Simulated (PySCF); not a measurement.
Species: C₄H₃AlN₂.
Bonds: C1–N2 (triple), N2–Al3, Al3–C4, C4–C5 (triple), C5–C6, C6–N7 (triple). Hydrogens: H8 on C1; H9, H10 on Al3.
Bond orders are those of one Lewis drawing.

Computed by this run: PBE0-D3(BJ)/def2-SVP geometry optimisation, gas phase in PySCF 2.14.0; density fitting, grid level 1; the optimiser is geomeTRIC in internal coordinates, started from a GFN2-xTB structure with every atom displaced at random (about 0.01 Å).

Step 0: E = -13751.2876 eV
```
atom  x, y, z in Å  |  force x, y, z in eV/Å
C1     -1.5000    2.5422   -0.2298   -2.071   5.921  -1.159
N2     -1.0815    1.5321   -0.0407    1.791  -4.977   0.965
Al3    -1.2446   -0.4146    0.3959    1.481  -0.190   0.582
C4      0.7015   -0.9514    0.4321   -4.484   1.290  -0.125
C5      1.8190   -1.3673    0.4640    2.744  -0.829   0.112
C6      3.1102   -1.7872    0.5121    1.136  -0.475   0.001
N7      4.2167   -2.1536    0.5478   -0.279   0.116   0.000
H8     -1.9026    3.5385   -0.4223    0.169  -0.352   0.077
H9     -2.0975   -0.7664   -0.8171   -0.436  -0.417  -0.858
H10    -1.9719   -0.1926    1.7659   -0.051  -0.086   0.405
```

Step 1: E = -13751.6048 eV
```
atom  x, y, z in Å  |  force x, y, z in eV/Å
C1     -1.5650    2.6599   -0.2517    0.530  -0.908   0.148
N2     -1.1919    1.5875   -0.0392   -0.481   0.831  -0.124
Al3    -1.2101   -0.4202    0.4134    0.021  -0.088  -0.093
C4      0.6779   -0.9534    0.4241    0.196  -0.072   0.012
C5      1.8333   -1.3754    0.4626   -0.368   0.198  -0.001
C6      3.1295   -1.8276    0.5173   -0.034   0.003  -0.005
N7      4.2282   -2.2067    0.5678    0.052  -0.019  -0.010
H8     -1.8938    3.6680   -0.4574   -0.033   0.091  -0.012
H9     -2.0535   -0.8749   -0.8665    0.077  -0.009   0.075
H10    -1.9053   -0.2776    1.8378    0.040  -0.027   0.012
```

Step 2: E = -13751.6247 eV
```
atom  x, y, z in Å  |  force x, y, z in eV/Å
C1     -1.5045    2.6423   -0.2513    0.237  -0.122  -0.003
N2     -1.1882    1.5593   -0.0319   -0.255   0.147   0.006
Al3    -1.2410   -0.4485    0.4206   -0.066  -0.004  -0.041
C4      0.6415   -0.9543    0.4315    0.057  -0.016   0.010
C5      1.8023   -1.3504    0.4643   -0.013   0.061   0.001
C6      3.1080   -1.7769    0.5065    0.017  -0.014  -0.002
N7      4.2150   -2.1342    0.5442   -0.011   0.001  -0.008
H8     -1.7833    3.6671   -0.4636    0.004  -0.021   0.009
H9     -2.0680   -0.9120   -0.8589    0.014  -0.015   0.015
H10    -1.9325   -0.3129    1.8467    0.017  -0.016   0.011
```

**Question.** Estimate the geometry and energy of step 3. (The exact step hangs on the optimiser's Hessian estimate; all steps are aligned on step 2, rigid shifts and turns removed.)

**Answer.** E = -13751.6478 eV, largest force 0.732 eV/Å
```
atom  x, y, z in Å  |  force x, y, z in eV/Å
C1     -1.3658    2.5987   -0.2495    0.045   0.713  -0.160
N2     -1.1937    1.4932   -0.0172   -0.116  -0.674   0.154
Al3    -1.3237   -0.5120    0.4328   -0.024   0.090   0.046
C4      0.5705   -0.9601    0.4463   -0.160   0.008   0.000
C5      1.7474   -1.2954    0.4671    0.304  -0.051  -0.010
C6      3.0732   -1.6599    0.4835    0.015  -0.009   0.003
N7      4.1965   -1.9645    0.4952   -0.031   0.006   0.001
H8     -1.5124    3.6491   -0.4717    0.007  -0.052   0.012
H9     -2.1383   -0.9850   -0.8430   -0.030  -0.025  -0.045
H10    -2.0044   -0.3846    1.8646   -0.010  -0.007  -0.001
```

The energy changes by -0.0230 eV. The first-order estimate −F·Δx gives -0.0358 eV and the mean of the old and new forces, exact on a quadratic surface, -0.0269 eV. The step makes an angle of 79° with the force vector and moves no atom by more than 0.272 Å.

The cost below is that of the whole optimisation. On an Arm Neoverse N1 with one thread, no GPU, shared host, this took 69 s wall and 0.46 GiB of memory at its peak.
